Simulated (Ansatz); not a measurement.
Consider the redistribution: `C[SiH](F)CCl` + `B[SiH2]N=C` → `C=N[SiH](F)CCl` + `B[SiH2]C`.

Computed with Ansatz on PBE0-D4/def2-TZVP structures; ΔE is electronic, products minus reactants. CCSD(T)/CBS adds triple-zeta CCSD(T) − MP2 to the extrapolated MP2 energy (def2 sets, frozen cores). Functionals use def2-TZVPP. B3LYP here is the variant with VWN-RPA as its local correlation; programs differ in this. One conformer a species, not always the lowest.

`C[SiH](F)CCl`:

Cartesian coordinates in Å:
```
C 1.539 0.271 0.208
Si -0.007 -0.741 0.112
F -0.229 -1.500 1.510
C -1.525 0.327 -0.168
Cl -1.339 1.100 -1.771
H 2.409 -0.368 0.371
H 1.484 0.992 1.027
H 1.688 0.822 -0.724
H 0.055 -1.772 -0.952
H -1.628 1.121 0.573
H -2.447 -0.253 -0.187
```

`B[SiH2]N=C`:

Cartesian coordinates in Å:
```
B 0.589 -1.662 1.113
Si 0.746 -0.085 -0.116
N -0.749 0.265 -0.951
C -1.370 1.354 -0.864
H 1.549 -2.003 1.740
H -0.419 -2.289 1.252
H 1.762 -0.403 -1.160
H 1.236 1.108 0.654
H -2.311 1.501 -1.408
H -1.033 2.214 -0.260
```

`C=N[SiH](F)CCl`:

Cartesian coordinates in Å:
```
C -2.103 -0.533 0.657
N -1.259 0.311 0.259
Si 0.122 0.052 -0.732
F 0.307 -1.487 -1.129
C 1.614 0.588 0.257
Cl 3.075 0.482 -0.762
H -2.071 -1.602 0.401
H -2.935 -0.222 1.298
H -0.028 0.834 -1.974
H 1.512 1.620 0.593
H 1.768 -0.045 1.131
```

`B[SiH2]C`:

```xyz
10

B     0.259    1.585    0.930
Si    0.111    0.287   -0.597
C    -0.295   -1.484   -0.133
H     0.053    1.294    2.073
H     0.560    2.722    0.706
H     1.394    0.328   -1.363
H    -0.943    0.822   -1.516
H    -1.248   -1.536    0.398
H    -0.366   -2.119   -1.019
H     0.475   -1.899    0.520
```

```csv
level,ΔE (kJ/mol)
PBE0-D4,-5.4
ωB97X-V,-5.2
r2SCAN,-5.3
B3LYP,-5.4
SCS-MP2/def2-TZVPP,-4.4
CCSD(T)/def2-TZVPP,-5.2
HF/def2-QZVPP,-7.4
HF/CBS(def2),-7.4
```

Problem. What does CCSD(T)/CBS give? (Estimate.)

Solution. Computed: -4.8 kJ/mol. The listed levels differ from it by -0.6, -0.4, -0.5, -0.6, 0.4, -0.4, -2.6, -2.6 kJ/mol.

Largest T1 diagnostic among the species: 0.013.
